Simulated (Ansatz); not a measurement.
Pulling on the In1–H2 bond in H2IIn (SMILES [InH2][I]) (multiplicity 1 held, fragments rigid). Energies count from the point at 1.714 Å.
Geometry at that point (charge 0, multiplicity 1):
```xyz
4

In    -0.72639    -1.13552     0.19956
H     -0.06962    -2.17410     1.39445
H     -2.11915    -1.24747    -0.79314
I      0.71286     1.11438    -0.19584
```

R- and RO- levels are restricted; in cc, def2 and unpolarised 6-31G sets they are followed outwards from rest. Unrestricted levels (U-) break spin symmetry where that is lower. Active spaces are followed from a long bond inwards. Levels need not reach the same state.

Cores are frozen in the correlated methods. Filled d and f shells under p-block atoms count as core.

Codes used: Ansatz (Gaussian basis) for Hartree–Fock, density functionals and correlated methods. Values without a source in brackets are computed. In def2 rows elements past Kr take small-core potentials, without spin–orbit coupling.

| level | energy at R = 5.485 Å (kcal/mol) |
|---|---|
| R-HF/def2-SVP | 149.41 |
| R-MP2/def2-SVP | 92.62 |
| U-MP2/def2-SVP | 64.59 |
| R-SCS-MP2/def2-SVP | [?] |
| U-SCS-MP2/def2-SVP | 66.96 |
| U-CCSD/def2-SVP | 67.38 |
| CASSCF(2,2)/def2-SVP | 63.88 |
| SC-NEVPT2 on CASSCF(2,2)/def2-SVP | 65.73 |
| FIC-MRCISD+Q on CASSCF(2,2)/def2-SVP | 68.14 |

Fill in the missing entries.


- R-SCS-MP2/def2-SVP, energy at R = 5.485 Å (kcal/mol): 82.77

Doubts at one or more of the structures used: a restricted determinant that unrestricted orbitals would lower (R-HF/def2-SVP, R-MP2/def2-SVP, R-SCS-MP2/def2-SVP); a spin-contaminated determinant (U-MP2/def2-SVP, U-SCS-MP2/def2-SVP, U-CCSD/def2-SVP).

Ansatz is a program for electronic structure.
